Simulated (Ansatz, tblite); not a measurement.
Spin states of the cluster SnSe2⁻ (the lowest doublet isomer of a short search), each relaxed with r2SCAN-D4/def2-TZVPD in Ansatz. Electronic energies in the gas phase.

In the def2 sets Sn takes a core potential; there is no spin–orbit coupling. The xTB rows come from tblite. Correlated methods freeze 22 core orbitals; core or outer-core shells of Sn, Se are correlated, in sets that lack core-valence functions. The rows differ in basis, and correlated rows in double-zeta sets carry the largest basis error. In CCSD on the charge -1 quartet the largest single amplitude is 0.31, so its Hartree–Fock determinant may place the open shell otherwise than the density functionals do. The structure comes from a short search, and lower isomers may exist.

Doublet geometry (C2v within 0.1 Å):

Cartesian coordinates in Å:
```
Sn -0.564 0.024 -0.396
Se -0.037 2.090 0.781
Se 0.600 -2.114 -0.384
```

Quartet geometry (C2v within 0.1 Å):

```xyz
3

Sn   -0.354   -0.437   -0.995
Se   -1.627    0.420    1.052
Se    1.982    0.017   -0.056
```

⟨S²⟩: doublet 0.76 at PBE0-D4/def2-TZVPD (pure 0.75), quartet 3.76 at PBE0-D4/def2-TZVPD (pure 3.75).

Only these spin states were relaxed.

| level | quartet − doublet (kcal/mol) | lowest of these | remarks |
| --- | --- | --- | --- |
| GFN2-xTB | 67.9 | doublet | – |
| HF/def2-TZVPD | 27.2 | doublet | – |
| r2SCANh-D4/def2-TZVPD | 47.0 | doublet | HOMO above zero (quartet) |
| PBE0-D4/def2-TZVPD | 47.4 | doublet | HOMO above zero (quartet) |
| CAM-B3LYP-D4/def2-TZVPD | 46.9 | doublet | – |
| PBE-QIDH/def2-TZVPD | 50.6 | doublet | – |
| RPA@PBE/def2-TZVPD | 45.8 | doublet | – |
| CCSD/def2-SVPD | 45.6 | doublet | – |
| CCSD(T)/def2-SVPD | 48.2 | doublet | – |

Problem. Estimate the rows for GFN1-xTB, HF/def2-SVPD, PBE-D4/def2-TZVPD, r2SCAN-D4/def2-TZVPD, r2SCAN0-D4/def2-TZVPD, ωB97M-V/def2-TZVPD, MP2/def2-SVPD, MP2/def2-TZVPD.

Solution. 
| level | quartet − doublet (kcal/mol) | lowest of these | remarks |
| --- | --- | --- | --- |
| GFN1-xTB | 73.9 | doublet | – |
| HF/def2-SVPD | 27.9 | doublet | – |
| PBE-D4/def2-TZVPD | 47.8 | doublet | HOMO above zero (quartet) |
| r2SCAN-D4/def2-TZVPD | 47.4 | doublet | HOMO above zero (quartet) |
| r2SCAN0-D4/def2-TZVPD | 46.1 | doublet | HOMO above zero (quartet) |
| ωB97M-V/def2-TZVPD | 47.2 | doublet | – |
| MP2/def2-SVPD | 56.8 | doublet | – |
| MP2/def2-TZVPD | 56.5 | doublet | – |

The xTB methods have no term that favours high spin, so they put low spin too low.
